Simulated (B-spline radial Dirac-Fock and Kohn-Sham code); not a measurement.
# Compton profile of Pt³⁴⁺

System: the Pt³⁴⁺ ion, [Kr] 4d8.

Input of the calculation (task.json; shells as n, l, electrons):

```json
{"items": [{
  "Z": 78,
  "q": 34,
  "cfg": [[1, 0, 2], [2, 0, 2], [2, 1, 6], [3, 0, 2], [3, 1, 6], [3, 2, 10], [4, 0, 2], [4, 1, 6], [4, 2, 8]],
  "A": 195,
  "rrms": 5.427,
  "do": ["scatter"],
  "s": [0.0, 0.05, 0.06, 0.08, 0.1, 0.13, 0.16, 0.2, 0.26, 0.33, 0.42, 0.53, 0.68, 0.86, 1.1, 1.39, 1.77, 2.25, 2.87, 3.64, 4.63, 5.89, 7.49],
  "pz": [0, 0.1, 0.2, 0.3, 0.4, 0.5, 0.6, 0.8, 1.0, 1.2, 1.4, 1.6, 1.8, 2.0, 2.5, 3.0, 4.0, 5.0, 7.0, 10.0, 15.0, 20.0, 30.0, 40.0, 60.0, 100.0],
  "hv_scatter": [1000, 8047.8, 17479.3, 20000, 30000, 100000, 200000, 1000000]
}]}
```

Command: `python xray_run.py task.json out`

These are calculated numbers from a B-spline atomic structure program; the model is the impulse approximation on Dirac-Fock orbitals of the configuration average with a finite nucleus. pz is in atomic units of momentum; subshell profiles are per electron, for a selection of subshells; open shells are spread over both j values by their weights.

```csv
pz,J total,J 2p1/2,J 2p3/2,J 4p1/2,J 4d5/2
0,2.244,0.0164,0.0184,0.0854,0.0672
0.4,2.239,0.0164,0.0184,0.0854,0.0672
0.5,2.236,0.0164,0.0184,0.0854,0.0672
0.6,2.233,0.0164,0.0184,0.0854,0.0672
0.8,2.224,0.0164,0.0184,0.0853,0.0672
1,2.213,0.0164,0.0184,0.0852,0.0672
1.2,2.199,0.0164,0.0184,0.0849,0.0672
1.4,2.182,0.0164,0.0184,0.0846,0.0672
1.6,2.163,0.0164,0.0184,0.0841,0.0672
1.8,2.141,0.0164,0.0184,0.0833,0.0671
2,2.116,0.0164,0.0184,0.0824,0.0670
2.5,2.043,0.0164,0.0184,0.0788,0.0666
3,1.954,0.0164,0.0184,0.0735,0.0655
4,1.739,0.0164,0.0184,0.0582,0.0609
5,1.497,0.0164,0.0183,0.0405,0.0521
7,1.062,0.0163,0.0182,0.0148,0.0284
10,0.6837,0.0159,0.0176,0.00702,0.00695
15,0.3894,0.0144,0.0154,0.00441,0.00335
20,0.2277,0.0121,0.0123,0.00111,0.00243
30,0.08908,0.00693,0.00620,0.000414,0.000532
40,0.04143,0.00346,0.00269,0.000301,0.000102
60,0.01311,0.000816,0.000487,7.75e-05,5.70e-06
100,0.002703,7.55e-05,2.84e-05,6.58e-06,< 1e-6
```

J(0) = 2.244. The 4p3/2 subshell gives the largest part, 16 %.

Mean momentum ⟨p⟩ by subshell (a.u.): 1s1/2 83.5, 2s1/2 29.8, 2p1/2 39.2, 2p3/2 34.1, 3s1/2 15.2, 3p1/2 18.1, 3p3/2 16.6, 3d3/2 19.9, 3d5/2 19.4, 4s1/2 8.75, 4p1/2 9.83, 4p3/2 9.29, 4d3/2 10.5, 4d5/2 10.3.
